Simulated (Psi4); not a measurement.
C₄H₃O (SMILES [c]1ccco1), doublet, geometry from GFN2-xTB; SVWN/STO-3G in Psi4.

Here is a job for Psi4.
```
memory 2 GB

molecule mol {
0 2
O    -0.004073    0.072020    1.177792
C     0.015234    1.111495    0.364397
C    -0.017204   -1.024409    0.385746
C     0.015903    0.776725   -0.944358
C    -0.005819   -0.651630   -0.923541
H    -0.033807   -1.981462    0.866997
H     0.029378    1.419638   -1.797265
H    -0.011668   -1.287424   -1.785535
symmetry c1
}

set {
  basis sto-3g
  reference uks
}

energy('svwn')
print_variables()
```

What the program printed (banner, timings and long lists left out):

```
   => Loading Basis Set <=

    Name: STO-3G
    Role: ORBITAL
    Keyword: BASIS

         ---------------------------------------------------------
                                   SCF
               by Justin Turney, Rob Parrish, Andy Simmonett
                          and Daniel G. A. Smith
                              UKS Reference
         ---------------------------------------------------------

  ==> Geometry <==

    Molecular point group: c1
    Full point group: C1

    Geometry (in Angstrom), charge = 0, multiplicity = 2:

       Center              X                  Y                   Z               Mass
    ------------   -----------------  -----------------  -----------------  -----------------
         O           -0.004311706917     0.044648298987     1.137675305985    15.994914619570
         C            0.014995293083     1.084123298987     0.324280305985    12.000000000000
         C           -0.017442706917    -1.051780701013     0.345629305985    12.000000000000
         C            0.015664293083     0.749353298987    -0.984474694015    12.000000000000
         C           -0.006057706917    -0.679001701013    -0.963657694015    12.000000000000
         H           -0.034045706917    -2.008833701013     0.826880305985     1.007825032230
         H            0.029139293083     1.392266298987    -1.837381694015     1.007825032230
         H           -0.011906706917    -1.314795701013    -1.825651694015     1.007825032230

  Running in c1 symmetry.

  Rotational constants: A =      0.36044  B =      0.31040  C =      0.16678 [cm^-1]
  Rotational constants: A =  10805.79384  B =   9305.54347  C =   4999.85569 [MHz]
  Nuclear repulsion =  153.527374967494183

  Charge       = 0
  Multiplicity = 2
  Electrons    = 35
  Nalpha       = 18
  Nbeta        = 17

  ==> Algorithm <==

  SCF Algorithm Type is DF.
  DIIS enabled.
  MOM disabled.
  Fractional occupation disabled.
  Guess Type is SAD.
  Energy threshold   = 1.00e-06
  Density threshold  = 1.00e-06
  Integral threshold = 1.00e-12

  ==> Primary Basis <==

  Basis Set: STO-3G
    Blend: STO-3G
    Number of shells: 18
    Number of basis functions: 28
    Number of Cartesian functions: 28
    Spherical Harmonics?: true
    Max angular momentum: 1

  ==> DFT Potential <==

   => LibXC <=

    Version 7.1.2
    S. Lehtola, C. Steigemann, M. J. T. Oliveira, and M. A. L. Marques,  SoftwareX 7, 1–5 (2018) (10.1016/j.softx.2017.11.002)

   => Composite Functional: SVWN <=

[...]
      Ntotal   =   35.0000003839 ; deviation = 3.839e-07

   @Spin Contamination Metric:   6.353459534E-03
   @S^2 Expected:                7.500000000E-01
   @S^2 Observed:                7.563534595E-01
   @S   Expected:                5.000000000E-01
   @S   Observed:                5.000000000E-01

    Orbital Energies [Eh]
    ---------------------

    Alpha Occupied:

[...]
    Alpha Virtual:

[...]
      28A      0.717358

    Beta Occupied:

[...]
    Beta Virtual:

[...]
    Final Occupation by Irrep:
              A
    DOCC [    17 ]
    SOCC [     1 ]
    NA   [    18 ]
    NB   [    17 ]

  @DF-UKS Final Energy:  -225.12192994867624

   => Energetics <=

    Nuclear Repulsion Energy =            153.5273749674941826
    One-Electron Energy =                -611.3823127086834575
    Two-Electron Energy =                 262.8683459075272140
    DFT Exchange-Correlation Energy =     -30.1353381150142141
    Empirical Dispersion Energy =           0.0000000000000000
    VV10 Nonlocal Energy =                  0.0000000000000000
    Total Energy =                       -225.1219299486762395

  UHF NO Occupations:
  HONO-2 :   16  A 1.9997883
  HONO-1 :   17  A 1.9971050
  HONO-0 :   18  A 1.0000000
  LUNO+0 :   19  A 0.0028950
  LUNO+1 :   20  A 0.0002117
  LUNO+2 :   21  A 0.0000362
  LUNO+3 :   22  A 0.0000274

Computation Completed

Properties will be evaluated at   0.000000,   0.000000,   0.000000 [a0]

Properties computed using the SCF density matrix

 Multipole Moments:

 ------------------------------------------------------------------------------------
     Multipole            Electronic (a.u.)      Nuclear  (a.u.)        Total (a.u.)
 ------------------------------------------------------------------------------------

 L = 1.  Multiply by 2.5417464519 to convert [e a0] to [Debye]
 Dipole X            :          0.0128429           -0.0157825           -0.0029396
 Dipole Y            :          1.5851907           -1.8103794           -0.2251888
 Dipole Z            :          2.5459980           -2.6533404           -0.1073424
 Magnitude           :                                                    0.2494815

 ------------------------------------------------------------------------------------

  Variable Map:
  ----------------------------------------------------------------------------
[...]
  Array Variable Map:
  ----------------------------------------------------------------------------
[...]
[...]
```
